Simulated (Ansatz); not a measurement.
CH5AlFGaO (`[OH][Al]([GaH2])[CH2]F`), relaxed with RKS PBE0-D4/def2-TZVP in the Gaussian-basis code of Ansatz from a GFN2-xTB geometry. The force threshold is 0.005 eV/Å; the program also tests the step.

Charge 0, multiplicity 1.

Start:

```xyz
10

O    -1.114    2.396   -0.213
Al   -0.244    1.031    0.025
Ga    1.749   -0.227    0.856
C    -0.966   -0.829   -0.617
F     0.204   -1.565   -0.153
H    -1.652    3.160   -0.377
H     1.837   -0.953    2.281
H     3.039   -0.614   -0.009
H    -1.810   -1.317   -0.112
H    -1.042   -1.082   -1.682
```

| step | energy (eV) | largest force (eV/Å) | largest move (Å) |
| --- | --- | --- | --- |
| 1 | -64844.5635 | 1.169 | 0.000 |
| 2 | -64844.6537 | 0.524 | 0.169 |
| 3 | -64844.6792 | 0.259 | 0.050 |
| 4 | -64844.6894 | 0.224 | 0.064 |
| 5 | -64844.7008 | 0.140 | 0.061 |
| 6 | -64844.7089 | 0.101 | 0.085 |
| 7 | -64844.7102 | 0.120 | 0.014 |
| 8 | -64844.7268 | 1.153 | 0.193 |
| 9 | -64844.7530 | 0.388 | 0.195 |
| 10 | -64844.7736 | 0.517 | 0.155 |
| 11 | -64844.7926 | 1.158 | 0.194 |
| 12 | -64844.8255 | 0.804 | 0.078 |
| 13 | -64844.8451 | 0.516 | 0.089 |
| 14 (rejected) | -64844.8408 | 0.882 | 0.200 |
| 15 | -64844.8589 | 0.168 | 0.100 |
| 16 | -64844.8611 | 0.040 | 0.045 |
| 17 | -64844.8615 | 0.025 | 0.026 |
| 18 | -64844.8616 | 0.022 | 0.015 |
| 19 | -64844.8616 | 0.008 | 0.014 |
| 20 | -64844.8616 | 0.003 | 0.004 |

End:

```xyz
10

O    -0.670    2.155   -0.021
Al   -0.131    0.543    0.013
Ga    2.084    0.015    1.069
C    -1.247   -0.905   -0.774
F    -0.541   -2.110   -0.594
H    -1.493    2.466   -0.395
H     2.228   -0.346    2.599
H     3.432    0.002    0.248
H    -2.227   -1.025   -0.296
H    -1.435   -0.793   -1.849
```

Hardware: 4 threads of an Arm Neoverse V2 on a shared host. Wall time 94 s, peak host memory 0.63 GiB.
